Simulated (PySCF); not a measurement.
A geometry optimisation on `NBNC(=O)C=O`.

Computed with PBE0-D3(BJ)/def2-SVP geometry optimisation, gas phase (PySCF 2.14.0). Start geometry: GFN2-xTB. The command runs a driver script over a list of jobs; the input below is this job's line of settings and its coordinates in Å.

Command:
```bash
OMP_NUM_THREADS=1 python probes_run.py task.json out
```

Input:
```
{"job": {"xc": "PBE0", "basis": "def2-SVP", "d3": "d3bj", "grid": 1, "shake": 0.01, "kind": "geom"}, "charge": 0, "multiplicity": 1}
N     -2.018310     0.397380     0.678780
B     -1.447020    -0.210870    -0.394760
N     -0.010780    -0.315960    -0.428770
C      0.918290     0.142440     0.493000
O      0.618340     0.724070     1.517910
C      2.332960    -0.153530     0.124640
O      2.664870    -0.737910    -0.876230
H     -3.012880     0.553490     0.784030
H     -1.482310     0.808250     1.444410
H     -2.049980    -0.662560    -1.272460
H      0.453960    -0.779800    -1.190740
H      3.072560     0.206710     0.875880
```

Task: What does the run print?

Result: 
```
step   0  E = -363.43497954  max force = 0.051008
step   1  E = -363.43746228  max force = 0.023852
step   2  E = -363.43695042  max force = 0.012692
step   3  E = -363.43876809  max force = 0.010809
step   4  E = -363.43914432  max force = 0.005481
step   5  E = -363.43900638  max force = 0.011089
step   6  E = -363.44011503  max force = 0.003711
step   7  E = -363.44016225  max force = 0.003952
step   8  E = -363.44035888  max force = 0.002591
step   9  E = -363.44042859  max force = 0.001899
step  10  E = -363.44046567  max force = 0.001540
step  11  E = -363.44049577  max force = 0.000433
step  12  E = -363.44049555  max force = 0.000212
optimisation converged
```

Energies in Eh; «max force» is the largest Cartesian gradient component in Eh/bohr.

Task: Give the first gradient maximum in eV/Å.

Result: With 1 Eh/bohr = 51.422 eV/Å, 2.623 eV/Å.

Summary of the converged run: final energy -363.44050 Eh after 12 steps; dipole 1.17 D.

Task: Where do the atoms end?

Result: 0.031 Å rms from the input after alignment:
```
atom  x, y, z in Å
N1    -2.0095    0.6559    0.5860
B2    -1.3737    0.1463   -0.5374
N3     0.0396   -0.2081   -0.4861
C4     0.8572   -0.1021    0.5877
O5     0.5593    0.2933    1.6997
C6     2.2963   -0.5364    0.3123
O7     2.6645   -0.9300   -0.7605
H8    -2.9855    0.9125    0.5921
H9    -1.5012    0.7819    1.4556
H10   -1.9538   -0.0181   -1.5833
H11    0.5119   -0.5707   -1.3099
H12    2.9627   -0.4450    1.2026
```

Task: Estimate the wall time. Hardware: an Arm Neoverse V1 with one thread, no GPU (shared host). And the peak memory of the process?

Result: About 77 s, with 0.50 GiB resident at the peak, the Python interpreter and its libraries included.
Labels such as C1 count atoms from 1, the log's own numbers from 0.
